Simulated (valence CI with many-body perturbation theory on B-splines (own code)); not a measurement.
## Ce X: configurations and terms from energies and g

Calculated by relativistic CI+MBPT: three valence electrons over a frozen Dirac-Fock core [Kr] 4d10, radial functions for each j: 7 s, 7 p, 7 d, 7 f, 4 g, 2 h, with the one-electron correlation potential Σ1, the two-electron term Σ2, the three-electron term Σ3, Breit, model QED; selected CI, second order for the rest, scaled by the run's own slope (own B-spline code, finite nucleus).

No measured levels were compared; by estimate levels hold to about 250 cm⁻¹ or 0.2 % of their energy and the worst to 1 %, as in measured heavy ions of charge 2 to 7; those with d or f electrons hold less well.

```
No.     J  Parity  E (cm⁻¹)      g
  1   1/2     odd       0.0  0.665
  2   3/2     odd     33436  1.334
  3   5/2     odd     55354  0.856
  4   7/2     odd     57943  1.142
  5   1/2    even    139150  2.567
  6   3/2    even    158290  1.713
  7   5/2    even    169390  1.487
 22  11/2    even    219350  1.273
```

Energies count from the lowest level. Strongly mixed levels and levels close to another of their J and parity are left out, so the numbers can have gaps.

**Question.** Give configuration and LS term of each level.

**Answer.** 1: 5s²5p ²P°; 2: 5s²5p ²P°; 3: 4f5s² ²F°; 4: 4f5s² ²F°; 5: 5s5p² ⁴P; 6: 5s5p² ⁴P; 7: 5s5p² ⁴P; 22: 4f5s5p ⁴G.
